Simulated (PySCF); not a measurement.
C₃H₄BF₃, SMILES C/C(=C/F)B(F)F.

Coordinates come from a ωB97X-D3(BJ)/def2-SVP optimisation. The structure was generated by enumeration; whether it is a known compound was not checked. One conformer was computed; it need not be the lowest.

Two levels are set side by side: TDA-PBE/def2-SVPD (PySCF) and TDA-LC-ωPBE/def2-SVPD (PySCF). Vertical, same geometry. The lowest singlet is HOMO→LUMO 84 % with PBE and HOMO→LUMO 94 % with the other functional; states are paired by order. Differences are taken from unrounded values.

| quantity | TDA-LC-ωPBE | TDA-PBE | TDA-PBE minus TDA-LC-ωPBE |
|---|---|---|---|
| lowest singlet excitation (eV) | 6.69 | 6.01 | -0.68 |
| lowest triplet excitation (TDA) (eV) | 3.63 | 3.70 | 0.07 |
| first bright state (f over 0.05) (eV) | 6.69 | 6.01 | -0.68 |
| its oscillator strength | 0.37 | 0.25 | -0.11 |

A lower first singlet is the usual sign of a functional without exact exchange. Differences between two approximate levels are no errors against the true value.

Rough cost on one machine, each run with all the roots and properties that it gave: TDA-LC-ωPBE against TDA-PBE about 3 times.
